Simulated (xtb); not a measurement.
CH6O2Si2, SMILES O=CO[SiH2][SiH3]. All values are semi-empirical tight-binding results from xtb (GFN2-xTB unless named), good for trends rather than for accurate numbers. Geometry optimised at GFN2-xTB. This is a generated structure with no PubChem entry under its InChIKey; it may be hypothetical. One conformer was computed; it need not be the lowest.

**Question.** Estimate the properties. (An estimate is asked for; the answer gives what the named calculation found.)

**Answer.** 
| Item | Result |
|---|---|
| point group as xtb finds it | Cs |
| orbital gap | 3.37 eV |
| dipole moment | 1.47 D |
| zero-point energy | 39.8 kcal/mol |
| G − E(el) at 298.15 K (modified RRHO) | 19.9 kcal/mol |
| static polarisability (D4 model) | 78.5 bohr³ |
| solvation energy, GFN2-xTB/ALPB(water) | -0.3 kcal/mol |
| solvation energy, GFN2-xTB/ALPB(ch2cl2) | -3.7 kcal/mol |
